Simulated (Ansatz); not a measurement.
`[OH][Zn][CH2]Cl` + `N=C1O[SiH2]1` → `Cl[CH2][ZnH]` + `N=C1O[SiH]1O`  (redistribution)

Calculated with Ansatz (gas phase, PBE0-D4/def2-TZVP geometries, no zero-point term in ΔE). CBS: MP2 limit from def2 TZ/QZ plus the TZ coupled-cluster correction, frozen cores. For Zn outer-core shells are correlated without core-valence functions, which leaves a few kJ/mol of doubt a bond. Scalar relativity is left out up to krypton. One conformer a species, not always the lowest.

`[OH][Zn][CH2]Cl`:

Cartesian coordinates in Å:
```
O 2.130 -0.976 -0.927
Zn 0.571 -0.346 -0.365
C -1.163 0.313 0.174
Cl -0.930 1.382 1.600
H 2.890 -0.807 -0.368
H -1.651 0.912 -0.594
H -1.846 -0.478 0.479
```

`N=C1O[SiH2]1`:

Z-matrix (Å, degrees):
```
Si
C 1 1.806
O 1 1.701 2 46.1
H 1 1.478 2 123.0 3 -95.7
H 1 1.478 2 123.0 3 95.8
N 2 1.246 1 169.5 3 -179.9
H 6 1.015 2 110.9 1 -0.1
```

`Cl[CH2][ZnH]`:

```xyz
6

Cl   -1.267    1.082    1.042
C    -0.579    0.157   -0.347
Zn    1.160   -0.490    0.271
H    -1.297   -0.626   -0.586
H    -0.534    0.847   -1.189
H     2.516   -0.971    0.809
```

`N=C1O[SiH]1O`:

Z-matrix (Å, degrees):
```
Si
O 1 1.619
C 1 1.786 2 125.8
O 1 1.679 2 120.0 3 58.0
H 1 1.469 2 106.4 3 -164.6
H 2 0.960 1 119.0 3 -13.4
N 3 1.244 1 166.9 2 -75.1
H 7 1.023 3 111.7 1 175.5
```

```
          species  CCSD/def2-TZVPP energy (Eh)
`[OH][Zn][CH2]Cl`                  -2352.94249
   `N=C1O[SiH2]1`                   -458.61948
   `Cl[CH2][ZnH]`                  -2277.77757
   `N=C1O[SiH]1O`                   -533.81338
```

Question: Work out ΔE.

Answer: ΔE = (-2277.77757) + (-533.81338) − (-2352.94249) − (-458.61948) = -0.02898 Eh = -18.2 kcal/mol. CCSD(T)/CBS gives -16.4 kcal/mol.

Question: What do rigid-rotor, harmonic-oscillator terms from PBE0-D4/def2-TZVP frequencies (298.15 K, 1 bar) make of the CCSD(T)/CBS value? (Estimate.)

Answer: Ansatz gave: ΔZPE = -0.1 kcal/mol, ΔH = -16.9 kcal/mol, ΔS = -16 J/(mol·K), ΔG = -15.8 kcal/mol.

Largest T1 diagnostic among the species: 0.017.

Leaving LDA and LC-ωPBE aside and taking each functional with its dispersion term where it has one, the values, not all of them listed here, spread over 4.1 kcal/mol, from B97M-V to PBE-D4. LDA lies −1.7 kcal/mol from PBE without D4. In def2-TZVPP, CCSD(T) changes the Hartree–Fock value by +2.8 kcal/mol (the triples alone add +0.4 kcal/mol) and MP2 by +3.2 kcal/mol.
